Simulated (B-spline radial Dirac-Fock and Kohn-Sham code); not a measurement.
Internal conversion coefficients of Co at 50 keV

Z = 27 (cobalt), transition energy 50 keV. Calculated with a radial finite-basis atomic code, using a Dirac-Hartree-Slater potential of the neutral atom with a Latter tail (no hole, which puts coefficients of high multipoles low close above an edge), finite nucleus with surface currents. Subshells that would emit electrons below 1 keV are left out.

```
subshell  electron energy (keV)        E1       E3     E4        M1        M3
       K                  42.29     0.345     97.6   1430     0.245      80.3
      L1                  49.07    0.0301     7.84    107    0.0237      10.3
      L2                  49.21   0.00148     7.97    317   0.00108      1.43
      L3                  49.22   0.00263     12.4    483  0.000459      3.87
      M1                  49.90   0.00438     1.14   15.4   0.00350      1.57
      M2                  49.93  0.000207     1.13   45.4  0.000153     0.206
      M3                  49.93  0.000366     1.76   69.0  6.47e-05     0.560
      M4                  49.99  8.29e-07  0.00264  0.308  2.02e-07   0.00139
      M5                  49.99  1.19e-06  0.00360  0.396  1.76e-07  0.000603
      N1                  49.99  0.000263   0.0681  0.926  0.000210    0.0949
   total                            0.385      130   2470     0.275      98.4
```

Task: For a pure E1 transition, what fraction of decays emits a photon?

Result: 1/(1 + α) = 0.722 with the total α = 0.385.
